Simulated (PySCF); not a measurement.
F4Te, triplet, geometry from GFN2-xTB (a higher spin typed on purpose: for a closed-shell molecule this is an excited state) (all electrons, no relativity). Base run: PBE/3-21G (PySCF).

PySCF was given this input:
```python
from pyscf import gto, scf, dft

mol = gto.Mole()
mol.atom = '''
    Te   -0.012130    0.007173    0.048294
    F    -0.147243    1.813877    1.048779
    F     0.214412   -1.520239   -1.226915
    F    -0.480091   -1.442913    1.448890
    F     0.483005    1.107832   -1.549785
'''
mol.basis = '3-21g'
mol.charge = 0
mol.spin = 2
mol.verbose = 5
mol.build()

mf = dft.UKS(mol)
mf.xc = 'pbe'
mf.kernel()
mf.analyze()
```

Each row names what was changed in the base input (with any setting that the change needs).

| change | basis functions | E (Eh) | HOMO (eV) | dipole (D) |
|---|---|---|---|---|
| base | 67 | -6981.46546 | -6.05 | 0.55 |
| basis = x2c-TZVPall; relativity = spin-free X2C; nucleus = Gaussian (with mol.nucmod = 'G') | 184 | -7192.77865 | -7.44 | 0.51 |
| basis = ANO-RCC-VDZP; relativity = spin-free X2C | 99 | -7192.78278 | -7.67 | 0.60 |
| basis = x2c-SVPall; relativity = spin-free X2C | 92 | -7191.66335 | -6.95 | 0.56 |
| basis = x2c-SVPall; relativity = none | 92 | -6841.34189 | -7.38 | 0.23 |
| basis = ANO-RCC-VDZP; relativity = spin-free X2C; nucleus = Gaussian (with mol.nucmod = 'G') | 99 | -7192.56539 | -7.67 | 0.60 |
| basis = x2c-TZVPall; relativity = none | 184 | -6873.52965 | -7.55 | 0.43 |
| basis = ANO-RCC-VDZP; relativity = none | 99 | -6796.22570 | -8.14 | 0.24 |
| basis = x2c-SVPall; relativity = spin-free X2C; nucleus = Gaussian (with mol.nucmod = 'G') | 92 | -7191.50042 | -6.95 | 0.56 |
| basis = x2c-TZVPall; relativity = spin-free X2C | 184 | -7192.96283 | -7.44 | 0.51 |

Absolute energies of different levels of theory aren't comparable as measures of quality.

Open shells are given as the SCF converged; they aren't shown to be the lowest states, and a large step between rows can be another state.

Basis sets contracted for a relativistic Hamiltonian are a mismatch without it, so the rows without relativity aren't non-relativistic limits. No row has spin-orbit coupling; sets with core potentials leave out the core electrons.
